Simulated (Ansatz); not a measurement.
System: Br (charge -1, singlet).

Basis-set convergence of Hartree-Fock and CCSD correlation energies (hartree) with Ansatz (a quantum-chemistry and plane-wave program). Correlated levels leave the core frozen unless marked. No spin-orbit coupling. Frozen are the shells of the preceding noble gas and the d and f shells that filled before the atom's block. Non-relativistic. This anion needs diffuse functions, which these sets lack.

| basis | functions | E(HF) | E(corr, CCSD) |
|---|---|---|---|
| cc-pVDZ | 27 | -2572.44037 | -0.12515 |
| cc-pVTZ | 43 | -2572.52848 | -0.18226 |
| cc-pVQZ | 68 | -2572.53451 | -0.20346 |
| cc-pV5Z | 104 | (withheld) | (withheld) |

Fill in the missing entries.


- cc-pV5Z, E(HF): -2572.53528
- cc-pV5Z, E(corr, CCSD): -0.21050
